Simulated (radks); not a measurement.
Results of a calculation; reference values are marked as such.
Problem. Ionisation of V+, [Ar] 3d4, to V2+, [Ar] 3d3, under several functionals. Non-relativistic Kohn-Sham, spin-polarised, spherical densities, point nucleus; open shells are filled with parallel spins first; a radial shooting solver on a logarithmic mesh with Libxc functionals. The NIST Atomic Spectra Database gives 14.63 eV (measured). Rank these functionals by the error of their Delta-SCF ionisation energy: AM05; Tao-Mo meta-GGA; MS2 meta-GGA; exchange-only B88; B86b exchange with PBE correlation; LDA (Slater exchange, Perdew-Zunger correlation); BP86.

Solution. From best to worst: exchange-only B88 15.193 eV (+0.559); Tao-Mo meta-GGA 15.657 eV (+1.023); MS2 meta-GGA 15.732 eV (+1.098); AM05 15.867 eV (+1.233); B86b exchange with PBE correlation 15.934 eV (+1.300); BP86 15.954 eV (+1.320); LDA (Slater exchange, Perdew-Zunger correlation) 16.062 eV (+1.428). Open shells are spherical and high-spin; term and fine-structure splittings are not resolved.
